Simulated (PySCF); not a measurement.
This PySCF input asks for the NMR shieldings of SMILES CC(=O)O[Si@@H]1CCCO1, C₅H₁₀O₃Si; the geometry comes from PBE0-D3(BJ)/def2-SVP.

```python
import basis_set_exchange as bse
import numpy as np
from pyscf import gto, dft
from pyscf.prop import nmr

atoms = """
C     3.525413   -0.025230    0.045782
C     2.171629   -0.111862   -0.584778
O     1.887893    0.289128   -1.691897
O     1.251603   -0.686011    0.188536
Si   -0.290379   -0.814648   -0.578033
C    -1.146555    0.839628   -0.776816
C    -2.474223    0.586610   -0.046317
C    -2.211277   -0.429542    1.070043
O    -1.325604   -1.421929    0.581478
H     3.456593    0.532926    0.990908
H     3.878680   -1.036523    0.295373
H     4.227859    0.465575   -0.636436
H    -0.153409   -1.778515   -1.692496
H    -1.272162    1.167685   -1.817796
H    -0.538959    1.607053   -0.267823
H    -3.205056    0.157151   -0.751737
H    -2.921435    1.508955    0.357616
H    -1.764761    0.069162    1.951702
H    -3.139876   -0.918513    1.403573
"""
names = dict.fromkeys(["C", "O", "Si", "H"], "pcSseg-1")
basis = {el: gto.basis.parse(bse.get_basis(n, elements=[el], fmt="nwchem")) for el, n in names.items()}
mol = gto.M(atom=atoms, basis=basis, charge=0, verbose=0)
mf = dft.RKS(mol, xc="PBE0")
mf.grids.level = 2
mf.grids.alignment = dft.numint.BLKSIZE   # the property module wants whole blocks of grid points
mf.conv_tol = 1e-9
mf.kernel()

calc = nmr.RKS(mf)   # GIAO
C = mf.mo_coeff
Co = C[:, mf.mo_occ > 0]
resp = mf.gen_response(singlet=True, hermi=2)
def vind(x):   # induced exchange potential for any number of trial vectors
    d = np.einsum("pi,xij,qj->xpq", C, 2 * x.reshape(-1, C.shape[1], Co.shape[1]), Co, optimize=True)
    return np.einsum("xpq,pi,qj->xij", resp(d - d.transpose(0, 2, 1)), C, Co, optimize=True).ravel()
mo1, _ = nmr.rhf.solve_mo1(calc, with_cphf=vind)
sigma = calc.kernel(mo1)
for i, s in enumerate(sigma):   # ppm
    print("%2d %-2s %9.2f" % (i, mol.atom_pure_symbol(i), np.trace(s) / 3))
```

Task: Give the expected output.

Result: 
```
 0 C     162.00
 1 C       4.09
 2 O    -138.65
 3 O      87.61
 4 Si    339.06
 5 C     171.49
 6 C     155.45
 7 C     115.26
 8 O     262.65
 9 H      29.08
10 H      29.01
11 H      29.55
12 H      26.02
13 H      30.12
14 H      30.63
15 H      29.68
16 H      29.47
17 H      27.58
18 H      27.22
```

These numbers come from an equivalent density-fitted implementation of the same equations, which agrees with the script to about 0.01 ppm for H and up to a few tenths of a ppm for heavy atoms, so last digits may differ.

Task: Turn these shieldings into chemical shifts. Referencing at the same level of theory: TMS for $^{13}$C (σ = 184.41 ppm) and $^{29}$Si (σ = 351.99 ppm) and $^{1}$H (σ = 31.27 ppm); H2O for $^{17}$O (σ = 334.56 ppm).

Result: Averaging equivalent atoms: C 1: 180.3; C 7: 69.1; C 6: 29.0; C 0: 22.4; C 5: 12.9; O 2: 473.2; O 3: 246.9; O 8: 71.9; Si 4: 12.9; H 12: 5.25; H 18: 4.05; H 17: 3.68; H 9/10/11: 2.05; H 16: 1.80; H 15: 1.59; H 13: 1.14; H 14: 0.64 ppm. Unscaled 17O shifts of doubly bonded oxygen tend to come out too high, by tens of ppm or more. Experimental scales use liquid or dissolved standards, which lie at an offset from isolated H2O (liquid H2O: subtract about 36 ppm).

Size and cost of the density-fitted run: 210 basis functions, 36 s wall time on 1 thread of an Arm Neoverse V1, shared host; peak memory 0.97 GiB.
